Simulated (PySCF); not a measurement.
C4H4, SMILES C(=C=C)=C. The structure is a stationary point at B3LYP-D3(BJ)/def2-SVP.

Level of theory: B3LYP-D3(BJ)/def2-SVP run with PySCF.

Harmonic wavenumbers (cm⁻¹): 223, 239, 366, 592, 767, 876, 880, 909, 1003, 1018, 1377, 1441, 1698, 2216, 3114, 3116, 3202, 3203. Rotational constants (GHz): 143.3, 3.961, 3.855; symmetry number 4.

### Question
Work out the zero-point energy and the ideal-gas rigid-rotor harmonic-oscillator thermochemistry at 298.15 K and 1 atm.

### Answer
ZPE = ½ Σ hcν = ½ × 26239 cm⁻¹ = 37.51 kcal/mol. H − E(el) = 41.06 kcal/mol. Entropy in cal/(mol K): translation 37.77, rotation 19.76, vibration 6.20, total 63.73. G − E(el) = 22.06 kcal/mol. Cp = 17.37 cal/(mol K).
